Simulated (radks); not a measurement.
Q: Radial electron density D(r) = 4 pi r^2 rho(r) of an atom or ion with 42.5 electrons. Calculated with a radial shooting solver on a logarithmic mesh with Libxc functionals: Dirac Kohn-Sham, PBEsol, spin-unpolarised, spherical densities, finite nucleus; Fermi nuclear charge, rms radius of each element as measured or else 0.836 A^(1/3) + 0.57 fm.

```
   r/bohr * D(r) (the largest magnitude, 67.5, reaches the edge; | marks zero)
 0.004294 |        *
 0.005727 |             *
 0.007639 |                   *
  0.01019 |                           *
  0.01359 |                                   *
  0.01812 |                                         *
  0.02417 |                                            *
  0.03224 |                                         *
  0.04335 |                                     *
  0.05781 |                                      *
  0.07711 |                                               *
   0.1028 |                                                      *
   0.1372 |                                                *
    0.183 |                                    *
    0.244 |                                    *
   0.3255 |                                          *
   0.4376 |                                *
   0.5836 |               *
   0.7784 |         *
    1.038 |         *
    1.385 |      *
    1.847 |  *
    2.463 |*
    3.285 |*
    4.417 *
    5.891 *
    7.858 *
    10.48 *
```

What is the nuclear charge?

A: Z = 43. The innermost maximum, from 1s, lies near gamma/Z bohr with gamma = sqrt(1 - (Z/c)^2) = 0.949, here 0.0221 bohr (found: 0.0242), and its height grows with Z. The density is that of the technetium ion Tc0.5+ in [Kr] 4d5.5 5s1; the configuration itself is not fixed sharply by these data, and Z only to a few units. D(r) has 4 maxima, at r = 0.0242, 0.106, 0.328, 0.974 bohr, and minima at 0.0485, 0.213, 0.797 bohr, inside which lie 2.05, 11.13, 29.25 electrons.
